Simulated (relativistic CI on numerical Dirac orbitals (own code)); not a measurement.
**One change at a time: Eu XXXVI**

Base calculation: Dirac-Coulomb-Breit CI, separate exchange-only KLI orbitals for each configuration, model QED, unscaled Slater integrals.

Configuration list (outside the closed core [Ne]): 3s2.3p6.3d10, 3s2.3p6.3d9.4s, 3s2.3p6.3d9.4p, 3s2.3p6.3d9.4d, 3s2.3p5.3d10.4s, 3s2.3p6.3d9.4f, 3s2.3p5.3d10.4p, 3s2.3p6.3d8.4s2, 3s2.3p6.3d8.4s.4p, 3s2.3p5.3d10.4d, 3s.3p6.3d10.4s, 3s2.3p6.3d9.5s, 3s2.3p6.3d8.4p2, 3s2.3p6.3d9.5p, 3s2.3p6.3d8.4s.4d, 3s2.3p5.3d10.4f, 3s.3p6.3d10.4p, 3s2.3p6.3d9.5d, 3s2.3p6.3d8.4p.4d, 3s2.3p5.3d9.4s2, 3s2.3p6.3d9.5f, 3s2.3p6.3d9.5g, 3s2.3p5.3d9.4s.4p, 3s2.3p6.3d8.4d2, 3s.3p6.3d10.4d, 3s2.3p5.3d9.4p2, 3s2.3p6.3d9.6s, 3s2.3p5.3d9.4s.4d, 3s2.3p6.3d9.6p, 3s.3p6.3d9.4s2, 3s2.3p5.3d10.5s, 3s.3p6.3d10.4f, 3s2.3p6.3d9.6d, 3s2.3p5.3d9.4p.4d, 3s2.3p5.3d10.5p, 3s2.3p4.3d10.4s2. Levels of other configurations are missing.

Variants: (1) non-relativistic limit. Shifts of the energy above 3s2.3p6.3d10 1S_0, in eV, for the lowest level and the first level of each name with at least 55 % of one term (blank where a level changes its place among those of its configuration and J or its character, or is not in the variant):

```tsv
Level	Base	Δ(1)
3s2.3p6.3d10 1S_0	0.00	0.00
3s2.3p6.3d9.4s 3D_3	981.05	+77.76
3s2.3p6.3d9.4s 1D_2	982.49	
3s2.3p6.3d9.4s 3D_1	1010.96	+47.84
3s2.3p6.3d9.4s 3D_2	1011.96	
3s2.3p6.3d9.4p 3P°_2	1052.53	+67.63
3s2.3p6.3d9.4p 3F°_2	1082.62	+40.54
3s2.3p6.3d9.4p 3F°_4	1096.23	+26.93
3s2.3p6.3d9.4p 1P°_1	1098.71	
3s2.3p6.3d9.4p 3D°_3	1100.28	
3s2.3p6.3d9.4p 3P°_0	1123.38	-3.22
3s2.3p6.3d9.4d 3S_1	1205.74	+18.81
3s2.3p6.3d9.4d 1P_1	1217.11	+15.93
3s2.3p6.3d9.4d 3G_5	1218.22	+14.50
```

At this charge energies of transitions that change n are usually good to better than 1 %, and those within a shell (Δn = 0) to a few per cent.

Ionisation energy from the two ground configurations alone: base 2494.7 eV. The NIST ASD value (theoretical) is 2495 eV.

LS names give the leading component of a level, which can be under half, so a name can repeat, a term be missing and a line seem to break the LS rules.
